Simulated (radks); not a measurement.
Results of a calculation; reference values are marked as such.
Q: The caesium ion Cs3+, 52 electrons, occupied as [Kr] 4d10 5s2 5p4. Level of theory: scalar-relativistic Kohn-Sham, OLYP, spin-polarised, spherical densities, point nucleus; open shells are filled with parallel spins first (spin-orbit coupling, left out, can overturn this in heavy ions) (a radial shooting solver on a logarithmic mesh with Libxc functionals). Some entries of the table are withheld. Estimate them.

orbital,occ.,eigenvalue (Ry),r(max) (bohr)
1s up,1,-2633.283,0.01678
1s down,1,-2633.274,0.01678
2s up,1,-415.2720,0.09489
2s down,1,-415.2675,0.09489
2p up,3,-372.8027,0.07619
2p down,3,-372.7949,0.07619
3s up,1,-88.14856,0.2725
3s down,1,-88.14146,0.2725
3p up,3,-74.48181,0.2665
3p down,3,-74.47356,0.2665
3d up,5,-54.45071,0.2202
3d down,5,-54.44275,0.2202
4s up,1,-18.42692,0.6420
4s down,1,-18.41452,0.6422
4p up,3,(1),0.6723
4p down,3,(2),0.6725
4d up,5,-7.68078,0.7193
4d down,5,-7.66119,0.7195
5s up,1,(3),1.522
5s down,1,(4),1.511
5p up,3,-2.97150,1.714
5p down,1,-2.81352,1.709

A: 
(1) 4p up eigenvalue (Ry): -14.05106
(2) 4p down eigenvalue (Ry): -14.03893
(3) 5s up eigenvalue (Ry): -4.03701
(4) 5s down eigenvalue (Ry): -3.88175
